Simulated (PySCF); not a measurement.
## Löwdin shares of the frontier orbitals

C₅H₄F₄.
Geometry (GFN2-xTB, Å), atoms numbered from 1 in this order:
```
atom  x, y, z in Å
F1    -0.305    1.168    2.121
C2    -0.452    0.549    0.962
C3     0.392    0.016    0.079
C4     1.864   -0.139   -0.034
F5     2.351    0.450   -1.144
F6     2.231   -1.433   -0.115
F7     2.523    0.386    1.004
C8    -0.730   -0.409   -0.843
C9    -1.696    0.219    0.199
H10   -0.828   -1.484   -0.970
H11   -0.727    0.078   -1.816
H12   -2.367   -0.480    0.692
H13   -2.261    1.080   -0.152
```

Theory: TDDFT CAM-B3LYP/def2-SVPD, vertical, gas phase, core orbitals frozen in the response (PySCF 2.14.0, density-fitted response routines).

Kohn–Sham orbitals with the atoms that hold most of them (Löwdin shares over 4%, at most four atoms; ? is withheld):

| orbital | ε (eV) | atoms |
| --- | --- | --- |
| LUMO+2 | 1.55 | C8 16%, H11 13%, H10 13%, F1 13% |
| LUMO+1 | 1.10 | C2 19%, C9 18%, C8 11%, H12 8% |
| LUMO | 0.68 | ? |
| HOMO | ? | C3 35%, C2 26%, F1 11%, C8 8% |
| HOMO-1 | -11.73 | ? |
| HOMO-2 | -12.27 | C9 32%, C8 27%, F1 16%, C2 9% |
| HOMO-3 | -12.56 | C9 26%, C8 25%, H13 10%, H12 10% |

Task: Give the leading atoms of the LUMO.

Result: C2 (bonded to 2 C and F) 32%; C3 (bonded to 3 C) 26%; F1 (bonded to C) 8%; C4 (bonded to C and 3 F) 7%. By element: carbon 66% or more, fluorine 8% or more.

Task: Give the leading atoms of the HOMO-1.

Result: C9 (bonded to 2 C and 2 H) 20%; C3 (bonded to 3 C) 17%; C8 (bonded to 2 C and 2 H) 13%; C2 (bonded to 2 C and F) 10%.

Task: What is the HOMO energy, and the HOMO–LUMO gap?

Result: ε(HOMO) = -9.39 eV; the gap is 10.08 eV (0.3703 hartree).

Task: How does S1 compare with the orbital gap of 10.08 eV?

Result: S1 is at 7.16 eV (f = 0.291), 2.91 eV below the gap, made of HOMO→LUMO (96%). Without the coupling terms of the response equations the lowest excitation would equal the gap.

Task: One configuration dominates each of S1, S2, S4 and S6. Which, and how do the shares of the two leading atoms of either orbital change from the occupied to the empty one?

Result: 
- S1 (7.16 eV, f 0.291), HOMO→LUMO (96%): C3 35% → 26%, C2 26% → 32%
- S2 (7.38 eV, f 0.0031), HOMO→LUMO+1 (84%): C3 35% → at most 8%, C2 26% → 19%, C9 at most 8% → 18%
- S4 (8.16 eV, f 0.0002), HOMO-1→LUMO (89%): C9 20% → at most 8%, C3 17% → 26%, C2 10% → 32%
- S6 (8.75 eV, f 0.0000), HOMO-2→LUMO (80%): C9 32% → at most 8%, C8 27% → at most 8%, C2 9% → 32%, C3 at most 10% → 26%

Löwdin shares depend on the basis, the more so with diffuse functions.
